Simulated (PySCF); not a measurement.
SMILES [SiH2]([SiH2]C#C)B (C2H7BSi2) (GFN2-xTB optimised geometry):

```
12

B      2.074     0.325    -0.799
Si     1.423    -1.312     0.000
Si    -0.918    -1.312     0.000
C     -1.549     0.429     0.000
C     -1.919     1.573    -0.003
H      2.227     0.424    -1.957
H      2.258     1.288    -0.159
H      1.825    -1.569     1.397
H      1.806    -2.570    -0.673
H     -1.512    -1.935    -1.192
H     -1.529    -1.947     1.175
H     -2.258     2.570    -0.003
```

Method: PBE/def2-TZVP (PySCF 2.14.0).

Q: What are the frontier orbital energies and the dipole moment?

A: HOMO-2 -7.52 eV, HOMO-1 -7.03 eV, HOMO -6.76 eV, LUMO -3.60 eV, LUMO+1 -1.20 eV; dipole moment 0.49 D.

Meta-Löwdin charges at PBE/def2-TZVP: B1 -0.19, Si2 0.20, Si3 0.38, C4 -0.26, C5 -0.17, H6 0.05, H7 0.05, H8 -0.06, H9 -0.06, H10 -0.06, H11 -0.06, H12 0.17.
